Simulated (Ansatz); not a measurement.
**CH10N2OSi2: where a starting geometry ends**

The starting geometry of this gas-phase singlet was optimised with GFN2-xTB; its bonds are those of `CO[SiH2]N(N)[SiH3]`.

```xyz
16

C    -0.7606    0.4942    1.0675
N     0.5102    2.5562   -1.3477
N     1.3226    3.2840   -0.4059
O    -1.2586    1.7070    0.5824
Si   -1.1556    2.3104   -0.9231
Si    1.4363    2.3276   -2.8000
H     0.2586    0.3153    0.7172
H    -1.3928   -0.3341    0.7383
H    -0.7678    0.5378    2.1581
H    -1.8519    3.5654   -0.6685
H    -1.6800    1.4410   -1.9653
H     0.9926    4.2465   -0.3553
H     1.1949    2.8745    0.5169
H     2.7020    1.7171   -2.3964
H     1.6775    3.6255   -3.4402
H     0.6359    1.4629   -3.6652
```

Predict what becomes of its bonds when it is optimised with r2SCAN-D4/def2-SVP.

It keeps its bonds, and is `CO[SiH2]N(N)[SiH3]`.

The energy falls by 0.20 eV over 15 steps:

```csv
step,E − E(last) (eV)
1,0.201
3,0.023
4,0.013
6,0.004
7,0.002
9,0.000
10,0.000
12,0.000
13,0.000
15,0.000
```

Final geometry (Å):

```xyz
16

C    -0.6635    0.3909    0.8907
N     0.4453    2.7549   -1.3080
N     1.2466    3.6055   -0.4565
O    -1.2052    1.6789    0.6855
Si   -1.1878    2.4293   -0.8042
Si    1.4181    2.1637   -2.6373
H     0.3789    0.3167    0.5261
H    -1.2610   -0.3885    0.3814
H    -0.6680    0.1743    1.9702
H    -1.9170    3.7014   -0.5525
H    -1.8191    1.5868   -1.8626
H     0.8213    4.5363   -0.4270
H     1.2160    3.2383    0.4982
H     2.5877    1.3720   -2.1484
H     1.9323    3.2868   -3.4768
H     0.5388    1.2840   -3.4661
```

The end wasn't checked by frequencies. Run with Ansatz 0.2.0, 31 s on 2 threads of Intel(R) Xeon(R) 6975P-C (Granite Rapids), with other jobs on the host.
